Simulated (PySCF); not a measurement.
## Stationary points of H4MoS

Computed with PBE0/[Mo def2-TZVP with ECP28, S def2-TZVP, H def2-TZVP], scalar-relativistic core potentials, density fitting, no spin–orbit coupling, PySCF.

Relaxations began from a few typed shapes. The search is not exhaustive: other isomers or separated fragments can lie lower, and high-lying points may rest on an excited occupation.

```csv
spin,group,bonds,angles,imaginary modes (cm⁻¹),ΔE (kJ/mol),ΔE with ZPE (kJ/mol)
singlet,Cs,"Mo–H 1.656 Å (×2), Mo–H 1.662 Å, Mo–H 1.741 Å, Mo–S 2.059 Å","H–Mo–H 58.2° (×2), H–Mo–H 114.7° (×2), H–Mo–H 115.3°, H–Mo–H 131.7°, H–Mo–S 95.2° (×2)",none,0.0,0.0
singlet,C4v,"Mo–H 1.703 Å (×4), Mo–S 2.080 Å","H–Mo–H 78.9° (×4), H–Mo–H 127.9° (×2), H–Mo–S 116.1° (×4)",2 found,95.6,–
singlet,C3v,"Mo–H 1.663 Å (×3), Mo–H 1.818 Å, Mo–S 2.099 Å","H–Mo–H 87.5° (×3), H–Mo–H 119.8° (×3), H–Mo–S 92.5° (×3), H–Mo–S 180.0°",2 found,130.8,–
```

The lowest minimum found is the singlet Cs: Mo–H 1.656 Å (×2), Mo–H 1.662 Å, Mo–H 1.741 Å, Mo–S 2.059 Å; H–Mo–H 58.2° (×2), H–Mo–H 114.7° (×2), H–Mo–H 115.3°, H–Mo–H 131.7°, H–Mo–S 95.2° (×2).
